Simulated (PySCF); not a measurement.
An isoelectronic set: 26 electrons

PBE in PySCF with def2-SVP on every atom, for the lowest determinant that a PBE0 search found; no spin–orbit coupling. All have 26 electrons, 6 of them in the valence shells, and the same state, a triplet (π ↑↑). For ions De leads to the atom and ion picked by measured ionisation energies and electron affinities.

```csv
species,difference of nuclear charges,Re (Å),ωe (cm⁻¹),k (mdyn/Å),De (eV),dissociates to,Mayer bond order
KN,12,2.615,267,0.432,1.12,K + N,0.83
MgP⁺,3,2.501,333,0.885,1.66,Mg⁺ + P,1.35
NaS⁺,5,2.902,168,0.223,0.66,Na⁺ + S,0.35
KO⁺,11,3.026,114,0.0874,0.30,K⁺ + O,0.14
```

**Question.** Which member of the whole set has the stiffest bond, and how does it compare with the softest?

**Answer.** MgP⁺ with k = 0.885 mdyn/Å, 10 times that of KO⁺.

Weak bonds: KO⁺. Basis-set superposition, not corrected here, can be much of De in a small basis, most of all at correlated wavefunction levels. Functionals without a dispersion term scatter widely for such bonds, and LDA overbinds them. For an ion De counts to the pair picked by the measured ionisation energies or electron affinities, which need not be the lowest pair at this level. States were picked by a PBE0 search and need not be the measured ground states.
